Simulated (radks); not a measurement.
Results of a calculation; reference values are marked as such.
Br18+, 17 electrons, occupied as [Ne] 3s2 3p5.

Level of theory: scalar-relativistic Kohn-Sham, LDA (Slater exchange, Perdew-Wang correlation), spin-polarised, spherical densities, finite nucleus; open shells are filled with parallel spins first; Fermi nuclear charge, rms radius 4.1629 fm (a radial shooting solver on a logarithmic mesh with Libxc functionals).

Energy parts (eV):
part                       energy
total                  -65996.678
kinetic                 67531.096
electron-nucleus      -146856.382
Hartree                 15135.716
exchange-correlation    -1807.108

Orbitals (lengths in bohr, moments of r in powers of bohr; r(90%) holds 90 % of the orbital's charge):
1s up: occ. 1; eigenvalue (eV) -13988.09; r(90%) 0.0766
1s down: occ. 1; eigenvalue (eV) -13986.82; r(90%) 0.0766
2s up: occ. 1; eigenvalue (eV) -2417.440; r(90%) 0.291
2s down: occ. 1; eigenvalue (eV) -2416.304; r(90%) 0.290
2p up: occ. 3; eigenvalue (eV) -2218.156; r(90%) 0.267
2p down: occ. 3; eigenvalue (eV) -2216.760; r(90%) 0.267
3s up: occ. 1; eigenvalue (eV) -809.4605; r(90%) 0.707
3s down: occ. 1; eigenvalue (eV) -806.1677; r(90%) 0.708
3p up: occ. 3; eigenvalue (eV) -745.7626; r(90%) 0.709
3p down: occ. 2; eigenvalue (eV) -742.4470; r(90%) 0.710
3d up: occ. 0; eigenvalue (eV) -652.1737; r(90%) 0.670
3d down: occ. 0; eigenvalue (eV) -649.1569; r(90%) 0.670
4s up: occ. 0; eigenvalue (eV) -391.0726; r(90%) 1.35
4s down: occ. 0; eigenvalue (eV) -390.0088; r(90%) 1.35
4p up: occ. 0; eigenvalue (eV) -366.3350; r(90%) 1.38
4p down: occ. 0; eigenvalue (eV) -365.3018; r(90%) 1.38

The highest occupied level is 3p down at -742.45 eV. Summed over all electrons, <r^2> = 2.137 bohr^2, which gives a Langevin (diamagnetic) susceptibility term of -1.69 x 10^-6 cm^3/mol.
